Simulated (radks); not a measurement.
Cr+, configuration [Ne] 3s2 3p5 3d5 4s1 (not the ground configuration).

Method: Dirac Kohn-Sham, PBEsol, spin-unpolarised, spherical densities, finite nucleus; open shells are shared between the two j in proportion to 2j + 1; Fermi nuclear charge, rms radius 3.6452 fm; computed with a radial shooting solver on a logarithmic mesh with Libxc functionals.

Energy parts (eV):
| part | energy |
|---|---|
| total | -28505.985 |
| kinetic | 28837.544 |
| electron-nucleus | -67821.946 |
| Hartree | 11758.453 |
| exchange-correlation | -1280.035 |

Orbitals (lengths in bohr, moments of r in powers of bohr):
| orbital | occ. | eigenvalue (eV) | <r^2> |
|---|---|---|---|
| 1s1/2 | 2 | -5890.117 | 0.005438 |
| 2s1/2 | 2 | -680.7688 | 0.1016 |
| 2p1/2 | 2 | -580.7662 | 0.08196 |
| 2p3/2 | 4 | -572.1125 | 0.08365 |
| 3s1/2 | 2 | -86.9272 | 0.9261 |
| 3p1/2 | 1.66667 | -59.0184 | 1.058 |
| 3p3/2 | 3.33333 | -57.9731 | 1.077 |
| 3d3/2 | 2 | -14.8207 | 2.013 |
| 3d5/2 | 3 | -14.7252 | 2.029 |
| 4s1/2 | 1 | -11.5637 | 9.441 |
| 4p1/2 | 0 | -7.1133 | 14.70 |
| 4p3/2 | 0 | -7.0465 | 14.91 |

The highest occupied level is 4s1/2 at -11.564 eV. The density falls to 0.001 e/bohr^3 at r = 4.01 bohr. The electron density at the nucleus is 1.142e+04 e/bohr^3.
